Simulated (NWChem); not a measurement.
System: ethyl methyl carbonate (C4H8O3); SMILES CCOC(=O)OC

Input file for NWChem:

```
start job
memory heap 200 mb stack 900 mb global 1100 mb
geometry units angstroms noautoz
  C     -0.434667     3.014718     0.000000
  C      0.424600     1.777440     0.000000
  O     -0.439441     0.643020     0.000000
  C      0.162946    -0.539063     0.000000
  O      1.351219    -0.725637     0.000000
  O     -0.768310    -1.487613     0.000000
  C     -0.279046    -2.814893     0.000000
  H     -1.079391     3.045845     0.890434
  H      0.199180     3.913320     0.000000
  H     -1.079391     3.045845    -0.890434
  H      1.079018     1.731110    -0.885523
  H      1.079018     1.731110     0.885523
  H     -1.161106    -3.465854     0.000000
  H      0.334224    -3.010660    -0.892242
  H      0.334224    -3.010660     0.892242
end
basis spherical
  C library def2-svp
  O library def2-svp
  H library def2-svp
end
dft
  xc scan
  iterations 150
  mulliken
end
task dft energy
```

Parts of the log:

```
             Northwest Computational Chemistry Package (NWChem) 7.3.0
             --------------------------------------------------------

 CS  symmetry detected

                             Geometry "geometry" -> ""
                             -------------------------

 Output coordinates in angstroms (scale by  1.889725989 to convert to a.u.)

  No.       Tag          Charge          X              Y              Z
 ---- ---------------- ---------- -------------- -------------- --------------
    1 C                    6.0000    -0.43399356     3.01421717     0.00000000
    2 C                    6.0000     0.42428920     1.77625621     0.00000000
    3 O                    8.0000    -0.44065370     0.64252371     0.00000000
    4 C                    6.0000     0.16079304    -0.54003797     0.00000000
    5 O                    8.0000     1.34891729    -0.72755691     0.00000000
    6 O                    8.0000    -0.77121702    -1.48784707     0.00000000
    7 C                    6.0000    -0.28300872    -2.81551575     0.00000000
    8 H                    1.0000    -1.07869260     3.04585689     0.89043400
    9 H                    1.0000     0.20056788     3.91231480     0.00000000
   10 H                    1.0000    -1.07869260     3.04585689    -0.89043400
   11 H                    1.0000     1.07867015     1.72940578    -0.88552300
   12 H                    1.0000     1.07867015     1.72940578     0.88552300
   13 H                    1.0000    -1.16558613    -3.46577507     0.00000000
   14 H                    1.0000     0.33010540    -3.01177040    -0.89224200
   15 H                    1.0000     0.33010540    -3.01177040     0.89224200

 Effective nuclear repulsion energy (a.u.)     321.3295061538

      Symmetry information
      --------------------

 Group name             Cs
 Group number              2
 Group order               2
 No. of unique centers    12

                                 NWChem DFT Module
                                 -----------------

 Summary of "ao basis" -> "ao basis" (spherical)
 ------------------------------------------------------------------------------
       Tag                 Description            Shells   Functions and Types
 ---------------- ------------------------------  ------  ---------------------
 C                          def2-svp                 6       14   3s2p1d
 O                          def2-svp                 6       14   3s2p1d
 H                          def2-svp                 3        5   2s1p

      Symmetry analysis of basis
      --------------------------

        a'         93
        a"         45

            General Information
            -------------------
          SCF calculation type: DFT
          Wavefunction type:  closed shell.
          No. of atoms     :    15
          No. of electrons :    56
           Alpha electrons :    28
            Beta electrons :    28
          Charge           :     0
          Spin multiplicity:     1
          Use of symmetry is: on ; symmetry adaption is: on
          Maximum number of iterations: 150
          AO basis - number of functions:   138
                     number of shells:    66
          Convergence on energy requested:  1.00D-06
          Convergence on density requested:  1.00D-05
          Convergence on gradient requested:  5.00D-04

              XC Information
              --------------
                         SCAN Method XC Functional
                  SCAN metaGGA Exchange Functional  1.000
                        SCAN Correlation Potential  1.000

             Grid Information
             ----------------
          Grid used for XC integration:  medium
          Radial quadrature: Mura-Knowles
          Angular quadrature: Lebedev.
          Tag              B.-S. Rad. Rad. Pts. Rad. Cut. Ang. Pts.
          ---              ---------- --------- --------- ---------
          C                   0.70       49          15.0       434
          O                   0.60       49          13.0       434
          H                   0.35       45          15.0       434
          Grid pruning is: on
          Number of quadrature shells:   568
          Spatial weights used:  Erf1

      Superposition of Atomic Density Guess
      -------------------------------------

 Sum of atomic energies:        -378.56693579

      Non-variational initial energy
      ------------------------------

 Total energy =    -382.542372
 1-e energy   =   -1153.284912
 2-e energy   =     449.413034
 HOMO         =      -0.358398
 LUMO         =       0.095411

      Symmetry analysis of molecular orbitals - initial
      -------------------------------------------------

  Numbering of irreducible representations:

     1 a'          2 a"

  Orbital symmetries:

     1 a'          2 a'          3 a'          4 a'          5 a'
     6 a'          7 a'          8 a'          9 a'         10 a'
    11 a'         12 a'         13 a'         14 a'         15 a'
    16 a"         17 a'         18 a"         19 a'         20 a'
    21 a"         22 a'         23 a"         24 a'         25 a'
    26 a'         27 a"         28 a"         29 a"         30 a'
    31 a'         32 a'         33 a'         34 a"         35 a'
    36 a'         37 a"         38 a'

     ---------------------------------------------
      Total Density - Mulliken Population Analysis
     ---------------------------------------------

    Atom       Charge   Shell Charges
 -----------   ------   -------------------------------------------------------
    1 C    6     6.28   1.99  0.96  0.18  2.08  1.05  0.02
    2 C    6     5.81   1.99  0.93  0.19  1.80  0.84  0.06
    3 O    8     8.52   1.99  1.09  0.66  2.94  1.83  0.01
    4 C    6     4.86   1.99  0.83  0.10  1.41  0.37  0.15
    5 O    8     8.79   1.99  1.13  0.68  3.10  1.87  0.01
    6 O    8     8.52   1.99  1.09  0.66  2.94  1.83  0.01
    7 C    6     5.88   1.99  0.92  0.21  1.85  0.86  0.04
    8 H    1     0.90   0.67  0.20  0.03
    9 H    1     0.89   0.67  0.20  0.03
   10 H    1     0.90   0.67  0.20  0.03
   11 H    1     0.94   0.70  0.22  0.02
   12 H    1     0.94   0.70  0.22  0.02
   13 H    1     0.92   0.69  0.21  0.02
   14 H    1     0.93   0.69  0.22  0.02
   15 H    1     0.93   0.69  0.22  0.02

   convergence    iter        energy       DeltaE   RMS-Dens  Diis-err
 ---------------- ----- ----------------- --------- --------- ---------
 d= 0,ls=0.0,diis     1   -382.3302232117 -7.04D+02  1.36D-02  1.46D+00
 d= 0,ls=0.0,diis     2   -381.9673594409  3.63D-01  1.02D-02  5.39D+00
 d= 0,ls=0.0,diis     3   -382.4669023149 -5.00D-01  3.13D-03  3.08D-01
 d= 0,ls=0.0,diis     4   -382.4902735246 -2.34D-02  1.03D-03  7.73D-02
 d= 0,ls=0.0,diis     5   -382.4972832403 -7.01D-03  2.54D-04  2.03D-03
  Resetting Diis
 d= 0,ls=0.0,diis     6   -382.4974703191 -1.87D-04  7.10D-05  1.18D-04
 d= 0,ls=0.0,diis     7   -382.4974830088 -1.27D-05  3.83D-05  1.17D-05
 d= 0,ls=0.0,diis     8   -382.4974805049  2.50D-06  2.49D-05  3.73D-05
 d= 0,ls=0.0,diis     9   -382.4974842116 -3.71D-06  3.74D-06  6.31D-07
 d= 0,ls=0.0,diis    10   -382.4974842699 -5.83D-08  1.28D-06  6.37D-08

         Total DFT energy =     -382.497484269858
      One electron energy =    -1158.483350244738
           Coulomb energy =      505.001605855085
    Exchange-Corr. energy =      -50.345246034008
 Nuclear repulsion energy =      321.329506153803

 Numeric. integr. density =       55.999989129758

                  Occupations of the irreducible representations
                  ----------------------------------------------

                     irrep           alpha         beta
                     --------     --------     --------
                     a'               22.0         22.0
                     a"                6.0          6.0

                       DFT Final Molecular Orbital Analysis
                       ------------------------------------

 Vector   26  Occ=2.000000D+00  E=-2.760548D-01  Symmetry=a"
              MO Center=  4.3D-01, -8.8D-01, -1.4D-16, r^2= 2.6D+00
   Bfn.  Coefficient  Atom+Function         Bfn.  Coefficient  Atom+Function
  ----- ------------  ---------------      ----- ------------  ---------------
    62      0.445120   5 O  pz               76     -0.360590   6 O  pz
    65      0.326628   5 O  pz               79     -0.277300   6 O  pz
    34     -0.227252   3 O  pz               37     -0.178079   3 O  pz
   129     -0.116965  14 H  s               134      0.116965  15 H  s
    90      0.104237   7 C  pz              130     -0.092795  14 H  s

 Vector   27  Occ=2.000000D+00  E=-2.698477D-01  Symmetry=a"
              MO Center= -1.8D-01, -9.7D-03, -6.0D-16, r^2= 3.8D+00
   Bfn.  Coefficient  Atom+Function         Bfn.  Coefficient  Atom+Function
  ----- ------------  ---------------      ----- ------------  ---------------
    34      0.435961   3 O  pz               76     -0.353953   6 O  pz
    37      0.326288   3 O  pz               79     -0.263822   6 O  pz
    20     -0.191398   2 C  pz              114      0.189693  11 H  s
   119     -0.189693  12 H  s               129     -0.135722  14 H  s
   134      0.135722  15 H  s                90      0.134500   7 C  pz

 Vector   28  Occ=2.000000D+00  E=-2.493371D-01  Symmetry=a'
              MO Center=  8.6D-01, -6.5D-01, -9.9D-17, r^2= 1.7D+00
   Bfn.  Coefficient  Atom+Function         Bfn.  Coefficient  Atom+Function
  ----- ------------  ---------------      ----- ------------  ---------------
    61      0.566796   5 O  py               64      0.393040   5 O  py
    74      0.239581   6 O  px               32     -0.212659   3 O  px
    77      0.188971   6 O  px               35     -0.164901   3 O  px
    33      0.102118   3 O  py               50      0.100115   4 C  py
    17     -0.098826   2 C  s                60      0.091103   5 O  px

 Vector   29  Occ=0.000000D+00  E= 2.062432D-02  Symmetry=a"
              MO Center=  3.4D-01, -5.7D-01, -2.1D-17, r^2= 1.9D+00
   Bfn.  Coefficient  Atom+Function         Bfn.  Coefficient  Atom+Function
  ----- ------------  ---------------      ----- ------------  ---------------
    48      0.611709   4 C  pz               51      0.534763   4 C  pz
    65     -0.399586   5 O  pz               62     -0.384335   5 O  pz
    34     -0.241071   3 O  pz               76     -0.239067   6 O  pz
    37     -0.228764   3 O  pz               79     -0.226546   6 O  pz
   115     -0.181249  11 H  s               120      0.181249  12 H  s

 Vector   30  Occ=0.000000D+00  E= 6.623626D-02  Symmetry=a'
              MO Center=  3.6D-01,  1.2D+00,  6.2D-15, r^2= 8.5D+00
   Bfn.  Coefficient  Atom+Function         Bfn.  Coefficient  Atom+Function
  ----- ------------  ---------------      ----- ------------  ---------------
     3      1.216861   1 C  s                17      0.904009   2 C  s
    45     -0.821468   4 C  s               115     -0.796028  11 H  s
   120     -0.796028  12 H  s               105     -0.716722   9 H  s
    21      0.623092   2 C  px               87      0.556697   7 C  s
    31      0.462943   3 O  s               100     -0.461082   8 H  s

 Vector   31  Occ=0.000000D+00  E= 8.320256D-02  Symmetry=a'
              MO Center= -1.8D-01,  1.1D-01, -3.1D-16, r^2= 1.1D+01
   Bfn.  Coefficient  Atom+Function         Bfn.  Coefficient  Atom+Function
  ----- ------------  ---------------      ----- ------------  ---------------
     3      1.386167   1 C  s                87     -0.941272   7 C  s
   100     -0.686291   8 H  s               110     -0.686291  10 H  s
   130      0.636158  14 H  s               135      0.636158  15 H  s
    92      0.537864   7 C  py              105     -0.534972   9 H  s
    45      0.518475   4 C  s                73     -0.520573   6 O  s

     ---------------------------------------------
      Total Density - Mulliken Population Analysis
     ---------------------------------------------

    Atom       Charge   Shell Charges
 -----------   ------   -------------------------------------------------------
    1 C    6     6.07   1.99  0.91  0.14  2.13  0.88  0.03
    2 C    6     5.87   1.99  0.94  0.11  2.05  0.72  0.06
    3 O    8     8.31   1.99  1.10  0.66  2.89  1.65  0.02
    4 C    6     5.67   1.99  0.92  0.05  1.99  0.54  0.18
    5 O    8     8.29   1.99  1.10  0.67  2.85  1.66  0.02
    6 O    8     8.31   1.99  1.10  0.66  2.89  1.65  0.02
    7 C    6     5.86   1.99  0.92  0.13  2.06  0.72  0.05
    8 H    1     0.95   0.74  0.19  0.03
    9 H    1     0.96   0.74  0.19  0.03
   10 H    1     0.95   0.74  0.19  0.03
   11 H    1     0.96   0.75  0.18  0.02
   12 H    1     0.96   0.75  0.18  0.02
   13 H    1     0.95   0.75  0.18  0.02
   14 H    1     0.95   0.74  0.18  0.02
   15 H    1     0.95   0.74  0.18  0.02

     -------------------------------------------
      Total Density - Lowdin Population Analysis
     -------------------------------------------

    Atom       Charge   Shell Charges
 -----------   ------   -------------------------------------------------------
    1 C    6     6.07   1.96  0.58  0.30  1.91  1.25  0.07
    2 C    6     5.92   1.96  0.60  0.29  1.85  1.08  0.14
    3 O    8     8.09   1.97  0.92  0.56  2.75  1.86  0.03
    4 C    6     5.93   1.96  0.58  0.25  1.79  0.95  0.39
    5 O    8     8.21   1.97  0.93  0.65  2.71  1.92  0.03
    6 O    8     8.09   1.97  0.91  0.56  2.75  1.86  0.03
    7 C    6     5.92   1.96  0.58  0.31  1.83  1.12  0.12
    8 H    1     0.97   0.64  0.26  0.07
    9 H    1     0.96   0.63  0.26  0.07
   10 H    1     0.97   0.64  0.26  0.07
   11 H    1     0.98   0.65  0.26  0.07
   12 H    1     0.98   0.65  0.26  0.07
   13 H    1     0.97   0.65  0.26  0.07
   14 H    1     0.97   0.65  0.26  0.07
   15 H    1     0.97   0.65  0.26  0.07

     Multipole analysis of the density
     ---------------------------------

     L   x y z        total         alpha         beta         nuclear
     -   - - -        -----         -----         ----         -------
     0   0 0 0     -0.000000    -28.000000    -28.000000     56.000000

     1   1 0 0     -0.180382     -0.090191     -0.090191     -0.000000
     1   0 1 0      0.096576      0.048288      0.048288      0.000000
     1   0 0 1     -0.000000     -0.000000     -0.000000      0.000000

     2   2 0 0    -34.792112    -70.935462    -70.935462    107.078813
     2   1 1 0      1.855512      0.942221      0.942221     -0.028931
     2   1 0 1     -0.000000     -0.000000     -0.000000      0.000000
     2   0 2 0    -22.784755   -400.635866   -400.635866    778.486977
     2   0 1 1     -0.000000     -0.000000     -0.000000      0.000000
     2   0 0 2    -29.895771    -23.422448    -23.422448     16.949125
```

Level: SCAN/def2-SVP. The geometry was optimised at PBE0/def2-SVP.
